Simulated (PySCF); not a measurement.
# Spin–orbit doublets of 2p levels

Species: C₆H₁₃OP.
Geometry (PBE0-D3(BJ)/def2-SVP, Å), atoms numbered from 1 in this order:
```
atom  x, y, z in Å
C1     2.1135   -1.0462    0.6698
C2     1.3993    0.1735    0.0947
C3     0.0745    0.4769    0.8134
C4    -0.9687   -0.5770    0.4190
C5    -2.4158   -0.1313    0.5574
P6    -0.4833   -1.1089   -1.2861
O7    -0.3092   -2.5802   -1.5029
C8     1.0161   -0.0514   -1.3764
H9     1.5379   -1.9711    0.5039
H10    2.2850   -0.9343    1.7514
H11    3.0911   -1.1884    0.1847
H12    2.0657    1.0480    0.1789
H13    0.2059    0.5211    1.9067
H14   -0.2845    1.4723    0.4971
H15   -0.8152   -1.4990    1.0056
H16   -2.6429    0.1443    1.5994
H17   -3.1145   -0.9301    0.2655
H18   -2.6273    0.7497   -0.0702
H19   -1.4361   -0.4774   -2.1483
H20    1.7942   -0.5523   -1.9708
H21    0.7564    0.8996   -1.8696
```

Method used: PySCF 2.14.0, delta-SCF UKS SCAN, pcX-2 on the ionised atom, pcseg-1 elsewhere, spin-free X2C. Each binding energy is the total energy of the core-ionised species, with the hole localised on one atom, minus that of the ground state; both are solved self-consistently, so orbital relaxation is included. The 2p values add to the ΔSCF energy of one spin-free hole a correction within the shell (spin–orbit coupling, ligand field). The splitting includes the ligand field, and 2p3/2 is the mean of two sublevels.

```tsv
atom	mean of the 2p shell (eV)	splitting (eV)
P6	137.925	0.889
```

Q: Where do the two lines of each doublet lie?

A: 2p3/2 = mean − splitting/3 and 2p1/2 = mean + 2 × splitting/3:

```tsv
atom	environment	2p3/2 (eV)	2p1/2 (eV)
P6	phosphoryl phosphorus	137.63	138.52
```

Q: What are the 1s binding energies of the same atoms?

A: P6 2151.53 eV.

Q: Which Kα1 and Kα2 emission energies and wavelengths follow?

A: The photon carries the difference of the 1s-hole and 2p-hole states, both at the ground state's geometry; λ = 12398.42 eV Å/E.

```tsv
atom	Kα1 (eV)	Kα2 (eV)	λ(Kα1) (Å)	λ(Kα2) (Å)
P6	2013.90	2013.01	6.1564	6.1591
```

Q: And the 1s levels of the other atoms?

A: C8 (sp3 carbon bound to phosphorus) 290.53 eV; C1 (methyl carbon) 290.56 eV; C4 (sp3 carbon bound to phosphorus) 290.58 eV; C3 (ring CH2 carbon) 290.74 eV; C2 (sp3 CH carbon) 290.90 eV; C5 (methyl carbon) 290.92 eV; O7 (phosphoryl oxygen) 535.88 eV.

Geometry: PBE0-D3(BJ)/def2-SVP, one conformer, isolated molecule.

Hardware: an Arm Neoverse V2 with one thread, shared host. Cost: 2.5 min of wall time, 0.63 GiB resident at most.
